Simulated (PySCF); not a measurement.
C₂H₇ClO₂Si, SMILES [Si@H](CCO)(Cl)O. Atoms are numbered in the order given.

```xyz
13

O     -2.2568     0.4077    -0.2589
C     -2.0742    -0.8899     0.2907
C     -0.6366    -1.1237     0.7689
Si     0.6200    -0.3597    -0.4050
O      2.0716    -1.1309    -0.0786
Cl     0.8170     1.6864     0.0487
H     -1.9460     1.0585     0.3998
H     -2.3151    -1.5957    -0.5319
H     -2.8016    -1.1013     1.1123
H     -0.4600    -0.6581     1.7638
H     -0.4116    -2.2053     0.8878
H      0.2731    -0.4501    -1.8596
H      2.8382    -0.8138    -0.5874
```

Geometry: PBE-D3(BJ)/def2-SVP. The structure was generated by enumeration; whether it is a known compound was not checked. Other conformers were not sampled.

Two levels are set side by side: PBE/pcSseg-1 (PySCF) and KT2/pcSseg-1 (PySCF). GIAO shifts against H2O (¹⁷O), HCl (³⁵Cl), TMS (²⁹Si), TMS (¹H), TMS (¹³C) at the same level; non-relativistic, no solvent, atoms listed together averaged. Without spin–orbit terms, shifts of atoms bonded to Cl or Br come out too high at both levels. Differences are taken from unrounded values.

```csv
quantity,KT2,PBE,PBE minus KT2
δ(¹⁷O) of O1 (ppm),82.7,84.3,1.6
δ(¹³C) of C2 (ppm),66.6,67.8,1.2
δ(¹³C) of C3 (ppm),31.9,32.3,0.3
δ(²⁹Si) of Si4 (ppm),17.9,17.7,-0.2
δ(¹⁷O) of O5 (ppm),80.3,83.8,3.5
δ(³⁵Cl) of Cl6 (ppm),116.4,114.4,-2.0
δ(¹H) of H7 (ppm),0.70,0.70,-0.01
"δ(¹H) of H10, H11 (ppm)",2.00,1.98,-0.01
δ(¹H) of H12 (ppm),6.36,6.38,0.02
δ(¹H) of H13 (ppm),2.29,2.27,-0.02
```

Rough cost on one machine, each run with all the roots and properties that it gave: KT2 against PBE within a factor of 2.
